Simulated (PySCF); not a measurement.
**Field gradients at the hydrogen positions**

C4H5F2PSi.
Cartesian coordinates in Å at the PBE0-D3(BJ)/def2-SVP level; atoms count from 1:
```xyz
13
C4H5F2PSi angstrom
F     -0.1512   -2.1761   -0.6265
C      0.4891   -1.0323   -0.4146
C      1.8214   -0.8763   -0.5747
P      2.2404    0.8688   -0.3981
C      0.5197    1.1866    0.1419
F      0.1411    2.3902    0.5309
C     -0.3030    0.1200    0.0005
Si    -2.1571    0.0765    0.2816
H      2.4987   -1.6602   -0.9114
H      2.8336    0.8970    0.9020
H     -2.4859   -0.9218    1.3410
H     -2.6074    1.4309    0.7069
H     -2.8518   -0.3153   -0.9799
```

Level: PBE0/pcSseg-1 (PySCF, non-relativistic); Q(2H) = 0.00286 b; rigid geometry, the same for H and D, with no vibrational averaging.

Question: Rank these positions by the coupling χzz of a deuteron there, largest first.
A. H13 (Si–H hydrogen)
B. H10 (hydrogen on phosphorus)
C. H9 (hydrogen on carbon)

Answer: C (213 kHz), B (113 kHz), A (95 kHz).

Tabulate Vzz, the asymmetry η and χzz = 234.96 MHz × Q × Vzz for every hydrogen position.

```csv
atom,bonded to,bond length (Å),Vzz (au),η,χzz (kHz)
H9,C3,1.089,0.3170,0.09,213
H10,P4,1.429,0.1683,0.10,113
H11,Si8,1.492,0.1409,0.02,95
H12,Si8,1.489,0.1421,0.02,96
H13,Si8,1.493,0.1408,0.02,95
```

Average by the element that carries the hydrogen.

on C: 213 kHz over 1 position, mean bond length 1.089 Å; on P: 113 kHz over 1 position, mean bond length 1.429 Å; on Si: 95 kHz over 3 positions, mean bond length 1.491 Å.

Geometry: PBE0-D3(BJ)/def2-SVP; no solvent, vibrations or thermal averaging. With so small a basis the couplings can be 20 % off.
